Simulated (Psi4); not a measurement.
Complex: GeH4 (SMILES [GeH4]) (first 5 atoms) with CH6Si (SMILES C[SiH3]); geometry from B3LYP-D3(BJ)/def2-TZVP, rigid monomers moved along the line of their centres of mass till Ge1···H10 is 5.57 Å.
(charge 0, multiplicity 1):
```xyz
13

Ge     0.1870    -0.1501     0.2054
H      0.7029    -1.1953     1.2046
H      0.8688    -0.3583    -1.1547
H      0.4969     1.2577     0.7319
H     -1.3327    -0.3117     0.0450
C     -1.4543     0.4613     6.4494
Si     0.2969     0.0611     6.9921
H     -1.6169     1.5403     6.4246
H     -2.1796     0.0263     7.1396
H     -1.6623     0.0655     5.4543
H      1.2869     0.7167     6.1050
H      0.5338    -1.4023     6.9560
H      0.5269     0.5378     8.3782
```

Method: SAPT0/aug-cc-pVDZ run with Psi4.

Question: Give the four SAPT terms and the total, and say what mostly holds the pair together.

Answer: electrostatics 0.0, exchange 0.0, induction 0.0, dispersion -0.4, total -0.4 kJ/mol; the largest attraction is dispersion.
